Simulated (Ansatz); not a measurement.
Reactions of C$_{2}$H$_{7}$NSSi, SMILES `C[SiH2]NC=S`.

Gas-phase electronic energies from Ansatz, PBE0-D4/def2-TZVP geometries. CCSD(T)/CBS adds triple-zeta CCSD(T) − MP2 to the extrapolated MP2 energy (def2 sets, frozen cores). This one scheme is used for every species, atoms too. DFT in def2-TZVPP. B3LYP here is the variant with VWN-RPA as its local correlation; programs differ in this. Open shells (•) are unrestricted, without spin–orbit coupling. Spin–orbit coupling would lower the free atoms: a little for C, S, Si. Elements past krypton have def2 core potentials. For In outer-core shells are correlated without core-valence functions, so the limit isn't a true one: a few kJ/mol of doubt a bond, and 10 to 20 or more in all where bonds break to atoms. One conformer a species, not always the lowest.

| reaction | B2PLYP (kJ/mol) | MP2/CBS(def2) (kJ/mol) | B3LYP-D4 (kJ/mol) | CCSD(T)/CBS(def2) (kJ/mol) |
| --- | --- | --- | --- | --- |
| `C[SiH2]NC=S` → `[SiH3]C1NCS1` | 240 | 229 | 240 | 224 |
| `C[SiH2]NC=S` → `[SiH3]NC=S` + `[CH2]` (triplet) | 479 | 509 | 484 | 493 |
| `C[SiH2]NC=S` → 2 C• + 7 H• + N• + S• + Si• | 4323 | 4419 | 4383 | 4366 |
| `C[SiH2]NC=S` + `[F][AlH][NH][SiH3]` → `C[N]([SiH3])[AlH][F]` + `[SiH3]NC=S` | 102 | 110 | 100 | 106 |
| `C[SiH2]NC=S` → `C=NCS[SiH3]` | 139 | 142 | 138 | 133 |
| `C[SiH2]NC=S` + `C=C(O)[SiH3]` → `C=C([SiH3])OC=S` + `C[SiH2]N` | 52 | 56 | 57 | 54 |
| `C[SiH2]NC=S` + H₂ → `[SiH3]NC=S` + CH₄ | -20 | -4 | -14 | -10 |
| `C[SiH2]NC=S` → `SC[SiH]1CN1` | 165 | 153 | 169 | 154 |
| `C[SiH2]NC=S` + `[NH2][InH2]` → `S=C[NH][InH2]` + `C[SiH2]N` | -10 | -6 | -7 | -7 |
| `C[SiH2]NC=S` + `N[SiH](S)Cl` → `CS[SiH](N)Cl` + `[SiH3]NC=S` | 68 | 71 | 68 | 71 |

Largest T1 diagnostic: 0.018, for `S=C[NH][InH2]`.
